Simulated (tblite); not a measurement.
C2H13NOSi3.
Atom-mapped SMILES: `[CH3:1][SiH2:2][Si@:3]([CH3:4])([OH:5])[SiH2:6][NH2:7]` (hydrogens: H8, H9, H10 on C1; H11, H12 on Si2; H13, H14, H15 on C4; H16 on O5; H17, H18 on Si6; H19, H20 on N7)

Computed with GFN2-xTB (tblite), gas phase: L-BFGS steps from a force-field or distance-geometry start until the largest atomic force falls under 0.01 eV/Å.

Step 0: E = -628.1784 eV
```
atom  x, y, z in Å  |  force x, y, z in eV/Å
C1     -2.1525    1.5730   -0.2155   -0.958   0.544  -0.628
Si2    -1.3265    0.6976    1.1879   -0.357  -0.523   1.759
Si3     0.1714   -0.7245    0.3417    1.049  -0.826   1.484
C4     -0.8177   -1.8617   -0.7852   -0.806  -0.240   0.499
O5      0.9692   -1.5967    1.5884   -0.343  -0.685  -1.805
Si6     1.7522    0.2930   -0.8544    1.349  -0.060  -0.100
N7      2.9282    0.9014    0.2691   -0.151  -0.030  -0.174
H8     -2.0172    0.9761   -1.1222   -0.228   0.339   0.059
H9     -1.7221    2.5665   -0.3884   -0.378  -0.300  -0.034
H10    -3.2453    1.6493   -0.0037    0.889   0.228  -0.419
H11    -0.7664    1.5960    2.1932   -0.155   0.209   0.091
H12    -2.3742   -0.1483    1.8256    0.010   0.327   0.089
H13    -1.7380   -2.1252   -0.1764    0.953  -0.179  -1.136
H14    -0.2230   -2.7564   -1.0533   -0.840   0.502  -0.185
H15    -1.1290   -1.2451   -1.6525    0.165  -0.960   0.361
H16     1.3416   -2.4231    1.1940   -0.372   1.010   0.878
H17     2.3793   -0.7679   -1.6701    0.198   0.152  -0.344
H18     1.2338    1.3208   -1.7425    0.185   0.264  -0.062
H19     3.3256    1.8297    0.1483    0.122  -0.723   0.300
H20     3.4056    0.2565    0.9128   -0.330   0.951  -0.634
```

Step 1: E = -628.4381 eV
```
atom  x, y, z in Å  |  force x, y, z in eV/Å
C1     -2.1662    1.5808   -0.2245   -0.015  -0.057   0.049
Si2    -1.3316    0.6901    1.2130   -0.306  -0.258   0.701
Si3     0.1864   -0.7363    0.3629    0.520  -0.248   0.579
C4     -0.8292   -1.8652   -0.7781   -0.007   0.092   0.337
O5      0.9643   -1.6065    1.5626   -0.515   0.126  -0.603
Si6     1.7715    0.2921   -0.8558    0.571  -0.172  -0.211
N7      2.9260    0.9009    0.2666   -0.142   0.152  -0.155
H8     -2.0205    0.9809   -1.1213   -0.206   0.241  -0.044
H9     -1.7275    2.5622   -0.3889   -0.277  -0.062  -0.066
H10    -3.2326    1.6525   -0.0096    0.199   0.277  -0.310
H11    -0.7686    1.5989    2.1945   -0.111   0.300   0.220
H12    -2.3740   -0.1436    1.8268   -0.208   0.166   0.244
H13    -1.7244   -2.1278   -0.1926    0.297  -0.332  -0.676
H14    -0.2350   -2.7492   -1.0559   -0.702   0.315  -0.175
H15    -1.1267   -1.2588   -1.6473    0.088  -0.745   0.243
H16     1.3363   -2.4087    1.2066    0.169  -0.203   0.301
H17     2.3821   -0.7657   -1.6750    0.274   0.080  -0.400
H18     1.2364    1.3245   -1.7434    0.254   0.141   0.045
H19     3.3273    1.8193    0.1525    0.217  -0.382   0.214
H20     3.4009    0.2701    0.9037   -0.102   0.570  -0.292
```

Step 2: E = -628.5493 eV
```
atom  x, y, z in Å  |  force x, y, z in eV/Å
C1     -2.1699    1.5813   -0.2255    0.369  -0.250   0.310
Si2    -1.3400    0.6823    1.2355   -0.028  -0.058   0.088
Si3     0.2022   -0.7450    0.3816   -0.159   0.504  -0.416
C4     -0.8322   -1.8638   -0.7685    0.484   0.282   0.190
O5      0.9510   -1.6059    1.5422   -0.032  -0.344   0.312
Si6     1.7895    0.2879   -0.8611   -0.039  -0.215  -0.297
N7      2.9222    0.9044    0.2624   -0.185   0.135  -0.089
H8     -2.0261    0.9877   -1.1222   -0.144   0.124  -0.100
H9     -1.7353    2.5598   -0.3906   -0.157   0.051  -0.045
H10    -3.2249    1.6598   -0.0183   -0.194   0.263  -0.197
H11    -0.7717    1.6067    2.2000   -0.126   0.285   0.234
H12    -2.3789   -0.1386    1.8328   -0.407   0.011   0.375
H13    -1.7141   -2.1362   -0.2124   -0.273  -0.425  -0.204
H14    -0.2544   -2.7401   -1.0606   -0.404   0.016  -0.179
H15    -1.1240   -1.2796   -1.6404    0.006  -0.409   0.029
H16     1.3389   -2.4099    1.2167    0.221  -0.329   0.236
H17     2.3892   -0.7633   -1.6855    0.339   0.010  -0.446
H18     1.2430    1.3287   -1.7426    0.299   0.048   0.109
H19     3.3328    1.8079    0.1586    0.346   0.093   0.081
H20     3.3974    0.2868    0.8947    0.083   0.208   0.010
```

**Question.** Estimate the geometry and energy of step 3. (The exact step hangs on the optimiser's Hessian estimate; all steps are aligned on step 2, rigid shifts and turns removed.)

**Answer.** E = -628.6114 eV, largest force 0.718 eV/Å
```
atom  x, y, z in Å  |  force x, y, z in eV/Å
C1     -2.1667    1.5783   -0.2218    0.269  -0.210   0.312
Si2    -1.3439    0.6775    1.2483    0.037   0.053  -0.038
Si3     0.2067   -0.7407    0.3835   -0.203   0.519  -0.453
C4     -0.8264   -1.8590   -0.7609    0.313   0.178   0.138
O5      0.9456   -1.6136    1.5372   -0.052  -0.193   0.487
Si6     1.7976    0.2826   -0.8683   -0.161  -0.184  -0.306
N7      2.9173    0.9078    0.2591   -0.131   0.188  -0.033
H8     -2.0309    0.9928   -1.1241   -0.091   0.060  -0.089
H9     -1.7414    2.5592   -0.3920   -0.071   0.065  -0.010
H10    -3.2239    1.6673   -0.0255   -0.189   0.211  -0.141
H11    -0.7753    1.6147    2.2061   -0.154   0.229   0.195
H12    -2.3876   -0.1360    1.8416   -0.423  -0.013   0.389
H13    -1.7135   -2.1468   -0.2248   -0.317  -0.360  -0.060
H14    -0.2696   -2.7358   -1.0658   -0.156  -0.163  -0.165
H15    -1.1227   -1.2956   -1.6369   -0.039  -0.172  -0.118
H16     1.3428   -2.4138    1.2261    0.282  -0.480   0.137
H17     2.3980   -0.7621   -1.6976    0.349  -0.011  -0.448
H18     1.2509    1.3315   -1.7405    0.295   0.032   0.100
H19     3.3410    1.8043    0.1626    0.324   0.199  -0.002
H20     3.3970    0.2979    0.8905    0.117   0.051   0.105
```

The energy changes by -0.0620 eV. The first-order estimate −F·Δx gives -0.0747 eV and the mean of the old and new forces, exact on a quadratic surface, -0.0621 eV. The step makes an angle of 41° with the force vector and moves no atom by more than 0.017 Å.

The cost below is that of the whole relaxation. The run took 1.9 s on Arm Neoverse V2, one thread, shared host with 192 logical CPUs at a one-minute load of 55.
